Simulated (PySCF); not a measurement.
# Dipole response of Sb⁺ (antimony, charge +1)

[Kr] 4d10 5s2 5p2, high-spin 3P determinant. All numbers are calculated (PySCF 2.14, scalar relativity through the core potential, in aug-cc-pwCVTZ-PP with ECP28MDF (8s7p6d4f1g, 96 functions)). Coupled (time-dependent) response in atomic units; α is the mean over directions.

```
method  mean α (bohr³)         α xx, yy, zz  C₆ (like pair)  S(−4)
   UHF           25.79  24.36, 26.50, 26.50           215.8  170.8
   PBE           25.40  23.13, 26.53, 26.53           209.7  174.5
  PBE0           25.15  23.22, 26.12, 26.12           208.0  166.2
  TPSS           25.37  23.30, 26.40, 26.40           211.8  168.2
  PW91           25.31  23.04, 26.45, 26.45           208.6  173.9
```

S(−4) is the Cauchy moment in α(ω) = α(0) + S(−4) ω² + …

Spin-orbit coupling is absent.

α(iu) at PBE:

```csv
u (hartree),α(iu) (bohr³)
0,25.40
0.0500,24.97
0.100,23.79
0.200,20.14
0.300,16.28
0.500,10.57
0.750,6.753
1.00,4.779
1.50,2.907
2.00,2.033
3.00,1.197
5.00,0.5657
```

A single London oscillator, α(iu) = α/(1 + u²/ω²), gives C₆ = (3/4) ω α². Matching the computed C₆ needs ω = 4 × 209.7 / (3 × 25.40²) = 0.433 hartree.

For an ion, C₆ is the dispersion term alone; charge-induced terms of lower order in 1/R come first.

The components differ because the open shell of this determinant is not spherical; for a pure term their mean is the scalar polarisability.

Energies and moments cover only the electrons outside the core potential.
